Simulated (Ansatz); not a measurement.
The cluster Cd₄O₄⁻. Charge -1, multiplicity 2. Geometry PBE-D4/def2-SVPD, basis def2-TZVPD, Ansatz.

```xyz
8

Cd    1.170    0.176    2.682
Cd    0.327    0.010   -0.627
Cd    3.842   -1.089   -0.322
Cd   -2.019    0.800    1.881
O    -1.020    0.753   -2.119
O    -2.226    0.167   -1.639
O     1.894   -0.310    0.601
O    -1.968   -0.507   -0.457
```

```
run  HOMO (eV)  LUMO (eV)
  A      -0.82      -0.46
  B      -0.73      -0.41
  C      -0.99      -0.71
  D      -1.26      -0.10
  E      -2.84       2.51
```

In the def2 sets Cd takes a core potential; there is no spin–orbit coupling. The structure holds 2 bonds between oxygen atoms, so isomers without such links may lie far lower. Another isomer (doublet) lies 0.97 eV lower at PBE0-D4/def2-TZVPD; other spin states weren't run for this one.

HOMO and LUMO are taken over both spins.

Question: The runs used HF, LDA (SPW92), PBE, PBE0, r2SCAN. Estimate which is which.

Answer: A r2SCAN (0 % exact exchange); B PBE (0 % exact exchange); C LDA (SPW92) (0 % exact exchange); D PBE0 (25 % exact exchange); E HF (100 % exact exchange). Exact exchange lowers occupied and raises empty levels; among semilocal functionals meta-GGAs tend to open the gap a little, and such runs are hard to tell apart. The gap grows from 0.28 eV (LDA (SPW92)) to 5.34 eV (HF). At HF/def2-TZVPD the charge -1 doublet is spin-contaminated (final ⟨S²⟩ up to 0.91, 0.75 for a pure state).
